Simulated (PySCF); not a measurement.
BiCl from Hartree–Fock to correlated methods

State: ³Σ⁻ (triplet), unpaired electrons π ↑↑. Set-up: PySCF, scalar-relativistic core potentials, basis sets Bi cc-pVDZ-PP with ECP60, Cl cc-pV(D+d)Z. De refers to Bi + Cl in their high-spin ground configurations, without counterpoise correction. The functionals are run spin-unrestricted. A positive dipole means Bi(−)Cl(+).

```
      Level  Re (Å)  ωe (cm⁻¹)  De (eV)  μ (D)  CPU s a point (SCF and correlation, without the integrals)
        UHF   2.494        324     1.39  -4.25                                                       0.087
    UHF-MP2   2.478        333     2.37    n/a                                                        0.15
UHF-SCS-MP2   2.487        329     2.30    n/a                                                         n/a
   UHF-CCSD   2.491        324     2.19    n/a                                                         n/a
UHF-CCSD(T)   2.494        322     2.28    n/a                                                         4.1
        PBE   2.488        321     3.16  -3.11                                                        0.54
       BP86   2.491        319     3.14  -3.08                                                         0.4
     r²SCAN   2.477        328     2.96  -3.35                                                        0.76
       PBE0   2.468        332     2.90  -3.41                                                         0.8
      B97-3   2.486        325     3.00  -3.49                                                        0.46
       MN15   2.457        337     2.96  -3.47                                                        0.84
```

**Question.** Which functional lies closest to UHF-CCSD(T) in De, which farthest, and by how much do they differ from it?

**Answer.** Closest is PBE0 (-2.6 pm in Re, +3.1 % in ωe, +0.62 eV in De against UHF-CCSD(T) in the same basis), farthest PBE (-0.6 pm in Re, -0.3 % in ωe, +0.88 eV in De). CCSD(T) converges more slowly with the basis than the functionals do and binds too weakly in this one, so the order can change at the basis-set limit.

**Question.** What does a quarter of exact exchange do here, going from PBE to PBE0?

**Answer.** PBE0 less PBE: -2.0 pm in Re, +3.4 % in ωe, -0.26 eV in De. Exact exchange removes part of the self-interaction that spreads semilocal densities, and in most molecules shortens and stiffens the bond and lowers De; so it does here.

**Question.** What does the step from GGA to meta-GGA do here, going from PBE to r²SCAN?

**Answer.** r²SCAN less PBE: -1.1 pm in Re, +2.2 % in ωe, -0.20 eV in De. 

Correlated steps freeze 9 core orbitals. Correlated levels converge slowly with the basis: in double zeta they bind strong bonds too weakly, by up to about 1 eV, and carry superposition errors of some tenths. These are scalar-relativistic numbers at best; spin–orbit coupling would shift them, the dissociation energy most. The state was picked by a PBE0 search and need not be the measured ground state.

The whole job (state search and all levels along the bond) took about 1.8 min on 1 thread of Arm Neoverse V2 (shared host), peak memory 0.5 GiB.
